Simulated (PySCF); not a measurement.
CH3F2OSb, SMILES C[O][Sb]([F])[F]. The structure is a stationary point at PBE-D3(BJ)/def2-SVP. The def2 effective core potentials stand for the cores of Sb; spin–orbit coupling is left out. Other conformers were not sampled.

Computed equilibrium geometry at PBE-D3(BJ)/def2-SVP (PySCF confirms it by a frequency run) as Cartesian coordinates in Å, and its point group (one conformer of several):
point group Cs.
```xyz
8

Sb    -0.5052    -0.3191     0.0000
F     -0.4456     1.0277     1.4189
F     -0.4456     1.0277    -1.4189
O      1.4333    -0.7407     0.0000
C      2.3898     0.3192     0.0000
H      3.3993    -0.1405     0.0000
H      2.2909     0.9636     0.9007
H      2.2909     0.9636    -0.9007
```
Charge 0, spin multiplicity 1.
